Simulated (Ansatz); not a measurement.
The cluster RbF2⁻ was relaxed with r2SCAN-D4 (def2-TZVPD) in Ansatz in these states: charge -1 quintet, charge -1 singlet, charge -1 triplet. The geometries follow in no particular order.

In the def2 sets Rb takes a core potential; there is no spin–orbit coupling.

A:

| atom | x (Å) | y (Å) | z (Å) |
| --- | --- | --- | --- |
| Rb1 | 0.002 | -0.003 | -0.004 |
| F2 | -3.339 | 0.055 | -1.605 |
| F3 | 3.337 | -0.051 | 1.609 |

B:

Cartesian coordinates in Å:
```
Rb 0.001 -0.001 -0.001
F 1.582 -0.248 1.992
F -1.583 0.248 -1.991
```

C:

```tsv
atom	x (Å)	y (Å)	z (Å)
Rb1	-0.001	0.001	0.001
F2	-2.085	-0.317	-1.374
F3	2.085	0.316	1.374
```

Problem. Judge from the bond lengths which geometry belongs to which state (an estimate).

Solution. A is the charge -1 quintet (Rb1–F2 3.705 Å, Rb1–F3 3.705 Å); B is the charge -1 singlet (Rb1–F2 2.556 Å, Rb1–F3 2.556 Å); C is the charge -1 triplet (Rb1–F2 2.517 Å, Rb1–F3 2.517 Å).

At r2SCAN-D4/def2-TZVPD the highest occupied level of the charge -1 quintet lies above zero (up to 1.25 eV). The electron is either unbound and held by the finite basis, or the level is raised by self-interaction error. At r2SCAN-D4/def2-TZVPD the highest occupied level of the charge -1 triplet lies above zero (up to 1.15 eV).
